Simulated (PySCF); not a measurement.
Compound: C6H2FS2 (charge -1).
SMILES with atom numbers: `[CH:1]#[C:2][c:3]1[cH:4][c:5]([F:6])[s:7][c:8]1[S-:9]` (hydrogens: H10 on C1; H11 on C4)

Structure optimised with GFN2-xTB, isolated species.

(1) List the bond lengths and angles at this level.

Results:

(1) 
| bond | length (Å) |
| --- | --- |
| C1≡C2 | 1.203 |
| C2–C3 | 1.402 |
| C3–C4 | 1.421 |
| C4–C5 | 1.349 |
| C5–F6 | 1.359 |
| C5–S7 | 1.740 |
| S7–C8 | 1.797 |
| C8–S9 | 1.666 |
| C3–C8 | 1.391 |
| C1–H10 | 1.049 |
| C4–H11 | 1.077 |

A selection of angles:
| angle | degrees |
| --- | --- |
| C2–C1–H10 | 178.6 |
| C1–C2–C3 | 178.9 |
| C2–C3–C4 | 122.9 |
| C2–C3–C8 | 122.7 |
| C4–C3–C8 | 114.5 |
| C3–C4–C5 | 112.3 |
| C3–C4–H11 | 123.6 |
| C5–C4–H11 | 124.1 |
| C4–C5–F6 | 126.0 |
| C4–C5–S7 | 113.9 |
| F6–C5–S7 | 120.1 |
| C5–S7–C8 | 90.3 |
| S7–C8–S9 | 121.4 |
| C3–C8–S7 | 109.0 |
| C3–C8–S9 | 129.6 |

C3 (substituted aromatic carbon) is planar (angles 122.9°, 122.7° and 114.5°, sum 360.0°, 0.00 Å off the plane of its three neighbours). C5 (aromatic C–F carbon) is planar (angles 126.0°, 120.1° and 113.9°, sum 360.0°, 0.00 Å off the plane of its three neighbours). The C–C distances run from 1.203 Å (C1≡C2, drawn triple) to 1.421 Å (C3–C4, aromatic), a spread of 0.218 Å. The 9 heavy atoms lie in one plane (0.001 Å rms). The 5-membered ring C3–C4–C5–S7–C8 has internal angles of 90.3° to 114.5° (sum 540°, against 540° for a flat polygon); it is planar, 0.00 Å rms from its mean plane, widest ring torsion 0°. The C–S distances run from 1.666 Å (C8–S9, drawn single) to 1.797 Å (S7–C8, aromatic), a spread of 0.131 Å. C8 (substituted aromatic carbon) is planar (angles 129.6°, 121.4° and 109.0°, sum 360.0°, 0.00 Å off the plane of its three neighbours).

Point group: Cs (tolerance 0.08 Å). Not checked by GFN2-xTB frequencies.

All values are computed, not measured.
